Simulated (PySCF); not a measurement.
PySCF 2.14 output of an unrestricted r2SCAN calculation on a single atom or ion in x2c-TZVPPall with one added diffuse shell each of s, p, d, f type (9s7p5d3f, 76 functions), with the spin-free X2C one-electron Hamiltonian (Gaussian nucleus):

```
SCF conv_tol = 1e-09
number electrons alpha = 27  beta = 24
    J. W. Furness, A. D. Kaplan, J. Ning, J. P. Perdew, and J. Sun.,  J. Phys. Chem. Lett. 11, 8208-8215 (2020)
    J. W. Furness, A. D. Kaplan, J. Ning, J. P. Perdew, and J. Sun.,  J. Phys. Chem. Lett. 11, 9248-9248 (2020)
    J. W. Furness, A. D. Kaplan, J. Ning, J. P. Perdew, and J. Sun.,  J. Phys. Chem. Lett. 11, 8208-8215 (2020)
    J. W. Furness, A. D. Kaplan, J. Ning, J. P. Perdew, and J. Sun.,  J. Phys. Chem. Lett. 11, 9248-9248 (2020)
cycle= 1 E= -6792.99610728254  delta_E= -0.00922  |g|= 0.0363  |ddm|= 0.706
cycle= 2 E= -6792.99692737395  delta_E= -0.00082  |g|= 0.0155  |ddm|= 0.249
cycle= 3 E= -6792.99725420717  delta_E= -0.000327  |g|= 0.00576  |ddm|= 0.14
cycle= 4 E= -6792.99751505772  delta_E= -0.000261  |g|= 0.00379  |ddm|= 0.149
cycle= 5 E= -6792.99798082245  delta_E= -0.000466  |g|= 0.0021  |ddm|= 0.392
cycle= 6 E= -6792.99805590322  delta_E= -7.51e-05  |g|= 0.00115  |ddm|= 0.128
cycle= 7 E= -6792.99809084316  delta_E= -3.49e-05  |g|= 0.000458  |ddm|= 0.178
cycle= 8 E= -6792.99809074423  delta_E= 9.89e-08  |g|= 0.000125  |ddm|= 0.0264
cycle= 9 E= -6792.99809117859  delta_E= -4.34e-07  |g|= 6.49e-05  |ddm|= 0.0234
cycle= 10 E= -6792.99809119658  delta_E= -1.8e-08  |g|= 1.26e-05  |ddm|= 0.00241
cycle= 11 E= -6792.99809119798  delta_E= -1.39e-09  |g|= 2.27e-06  |ddm|= 0.0011
cycle= 12 E= -6792.998091198  delta_E= -2.09e-11  |g|= 3.09e-07  |ddm|= 8.22e-05
converged SCF energy = -6792.998091198  <S^2> = 3.7527362  2S+1 = 4.0013678
```

The run itself started from symmetry-adapted Hartree-Fock orbitals and held the occupation by maximum overlap, on a logarithmic radial grid, so the iterations belong to that start.

Problem. Which element, charge and spin multiplicity is this?

Solution. Te⁺ (tellurium, charge +1), multiplicity 4; the state was [Kr] 4d10 5s2 5p2 6s1, high-spin 4P determinant (an excited configuration).

⟨L²⟩ = 3.43 against 2 for a pure P term, so this real determinant mixes terms. The outer electron is Rydberg-like, and this basis confines it to a smaller radius and binds it less than a complete one would.
